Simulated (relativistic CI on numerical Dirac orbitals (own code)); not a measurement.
## Sensitivity of the levels of Ru XXX to α and to the nuclear radius

Computed by Dirac-Coulomb-Breit CI, separate exchange-only KLI orbitals for each configuration, derivatives by finite differences, unscaled Slater integrals, QED left out (own radial code, finite nucleus).

CI space (outside the closed core [Ne]): 3s2 3p3, 3s 3p4, 3s2 3p2 3d, 3p5, 3s 3p3 3d, 3p4 3d, 3s2 3p 3d2, 3s2 3d3, 3s 3p 3d3, 3p3 3d2, 3p2 3d3. Double excitations out of closed p, d and f shells are left out; levels of such configurations are missing from the list, as are those of other unlisted configurations, and high levels can miss mixing partners.

With x = (α/α₀)² − 1 an excitation energy changes as ω = ω₀ + qx; K = 2q/ω₀ is the relative enhancement. Terms are leading LS components, so labels can repeat. The field-shift factor is F = δν/δ⟨r²⟩ for the transition from the lowest level.

Lowest level 3s2 3p3 4S°_3/2.

```
            Level  ω₀ (cm⁻¹)  q (cm⁻¹)      K  F (GHz/fm²)
  3s2 3p3 2D°_3/2     198236    232800   2.35        -3.75
  3s2 3p3 2D°_5/2     248045    241700   1.95        -3.85
  3s2 3p3 2P°_1/2     309821    244700   1.58        -5.33
  3s2 3p3 2P°_3/2     508729    495600   1.95        -10.7
    3s 3p4 4P_5/2     831291    280300  0.674         -235
    3s 3p4 4P_3/2     907925    173000  0.381         -124
    3s 3p4 4P_1/2     962280    347800  0.723         -236
    3s 3p4 4P_3/2     998589    236300  0.473         -116
3s2 3p2 3d 4F_5/2    1055607    120700  0.229        -12.7
    3s 3p4 2D_3/2    1082402    409400  0.757         -179
    3s 3p4 2D_5/2    1120655    435000  0.776         -165
3s2 3p2 3d 2P_3/2    1139243    314600  0.552        -53.1
3s2 3p2 3d 4D_1/2    1148494    304600   0.53        -52.9
```

At this charge energies of transitions that change n are usually good to better than 1 %, and those within a shell (Δn = 0) to a few per cent.
